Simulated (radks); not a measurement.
Neutral erbium inside a hard spherical wall (all orbitals vanish at R), configuration held at [Xe] 4f12 6s2 and not refilled when levels cross. Calculated with a radial shooting solver on a logarithmic mesh with Libxc functionals: scalar-relativistic Kohn-Sham, PBE, spin-polarised, spherical densities, point nucleus; open shells are filled with parallel spins first (spin-orbit coupling, left out, can overturn this in heavy ions). Eigenvalues in eV for spin up, with the zero of energy where the potential of the charges vanishes at infinity; a dash marks a level that is unbound or too diffuse for the functional's potential to be trusted. A positive occupied level is held by the wall or, in an anion where self-interaction has pushed it up, behind a barrier. The pressure on the wall is -dE/dV.

R (bohr)  E (hartree)  kinetic (hartree)    e(5s)    e(5p)   e(6s)   e(4f)  e(6p, empty)  e(5d, empty)  pressure (GPa)
free      -13086.3964          14189.831  -52.272  -26.676  -3.858  -3.851             -             -               0
20        -13086.3964          14189.831  -52.272  -26.676  -3.858  -3.851        -1.140        -0.969        < 0.0001
12        -13086.3961          14189.835  -52.242  -26.646  -3.835  -3.822        -1.038        -0.929         0.00506
10        -13086.3942          14189.852  -52.122  -26.527  -3.740  -3.704        -0.790        -0.800          0.0511
8         -13086.3812          14189.935  -51.644  -26.056  -3.308  -3.236         0.074        -0.317           0.524
6         -13086.2962          14190.327  -50.082  -24.538  -1.390  -1.686         3.338         1.358            6.23
5         -13086.1287          14190.978  -48.334  -22.879   1.629   0.106         8.047         3.448            25.5
3         -13083.3065          14201.554  -35.578  -10.232  37.809  14.895        55.778        21.735            1250
2.5       -13079.2276          14216.158  -23.824    2.879  78.480  28.991        103.74        40.207            4890
